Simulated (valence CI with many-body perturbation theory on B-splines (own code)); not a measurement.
**Eu XXII: what each term of the Hamiltonian does**

Computed by valence CI with perturbative core correlation (CI+MBPT): six valence electrons over a frozen Dirac-Fock core [Kr], a basis of 7 s, 7 p, 8 d, 6 f, 4 g, 1 h functions for each j, with the one-electron correlation potential Σ1, the two-electron term Σ2, the three-electron term Σ3, Breit, model QED; selected CI, second order for the rest, scaled by the run's own slope (own B-spline code, finite nucleus).

No measured levels were compared; by estimate terms of the open shell hold to 2 to 4 % of their energy, and close levels can change places. Core correlation moves these levels by up to 9600 cm⁻¹, and in measured spectra 5 to 20 % of such shifts remained as error; rates that hang on mixing are uncertain with them. Among the levels kept, up to 1000 cm⁻¹ of a level comes from second order outside the variational space, and about a tenth of that is noise between levels of different J, which matters for small intervals. Only levels of the ground parity were solved; by the run's estimate the other parity begins above the list, which can be wrong where configurations are misplaced.

Each rung adds one term. CI alone is the Dirac-Coulomb CI over the frozen core; QED comes last and gives the full result, which names the levels. Energies are above (4d3/2^4 4d5/2^2) J=4 on the same rung, in eV. A blank means that the level has no clear partner on that rung.

Levels are named by their leading jj configuration (3d3/2^4 stands for four electrons in 3d with j = 3/2), which in mixed levels can hold well under half, so a name can repeat and another be missing. Letters in brackets count levels of one name in rising energy.

| Level | CI alone |
| --- | --- |
| (4d3/2^4 4d5/2^2) J=2 | 2.103 |
| (4d3/2^3 4d5/2^3) J=3 [a] | 4.388 |
| (4d3/2^4 4d5/2^2) J=0 | 4.748 |
| (4d3/2^3 4d5/2^3) J=1 [a] | 5.585 |
| (4d3/2^3 4d5/2^3) J=4 [a] | 6.555 |
| (4d3/2^3 4d5/2^3) J=5 | 8.698 |
| (4d3/2^3 4d5/2^3) J=6 | 8.936 |
| (4d3/2^3 4d5/2^3) J=2 [a] | 9.952 |
| (4d3/2^3 4d5/2^3) J=3 [b] | 10.191 |
| (4d3/2^2 4d5/2^4) J=2 [a] | 11.043 |
| (4d3/2^3 4d5/2^3) J=1 [b] | 13.066 |
| (4d3/2^3 4d5/2^3) J=4 [b] | 13.116 |
| (4d3/2^3 4d5/2^3) J=2 [b] | 13.433 |
| (4d3/2^2 4d5/2^4) J=4 [a] | 14.063 |
| (4d3/2^3 4d5/2^3) J=3 [c] | 14.668 |
| (4d3/2^2 4d5/2^4) J=5 | 15.086 |

**Question.** What do these energies become with core correlation, Breit and QED?

**Answer.** (4d3/2^4 4d5/2^2) J=2 1.977 (-0.1258); (4d3/2^3 4d5/2^3) J=3 [a] 4.523 (+0.1346); (4d3/2^4 4d5/2^2) J=0 4.877 (+0.1295); (4d3/2^3 4d5/2^3) J=1 [a] 5.732 (+0.1471); (4d3/2^3 4d5/2^3) J=4 [a] 6.267 (-0.2875); (4d3/2^3 4d5/2^3) J=5 8.139 (-0.5586); (4d3/2^3 4d5/2^3) J=6 8.277 (-0.6591); (4d3/2^3 4d5/2^3) J=2 [a] 9.494 (-0.4580); (4d3/2^3 4d5/2^3) J=3 [b] 9.768 (-0.4224); (4d3/2^2 4d5/2^4) J=2 [a] 10.954 (-0.0892); (4d3/2^3 4d5/2^3) J=1 [b] 12.481 (-0.5854); (4d3/2^3 4d5/2^3) J=4 [b] 12.610 (-0.5061); (4d3/2^3 4d5/2^3) J=2 [b] 13.095 (-0.3382); (4d3/2^2 4d5/2^4) J=4 [a] 13.695 (-0.3679); (4d3/2^3 4d5/2^3) J=3 [c] 13.967 (-0.7011); (4d3/2^2 4d5/2^4) J=5 14.571 (-0.5157).

**Question.** How does the ionisation energy move along the ladder, and which term matters most?

**Answer.** CI alone 662.83, + Σ1 665.09, + Σ2 668.61, + Σ3 669.11, + Breit 668.94, + QED 668.97 eV. The largest step is Σ2, 3.52 eV. NIST lists 667 ± 4 eV (theoretical).
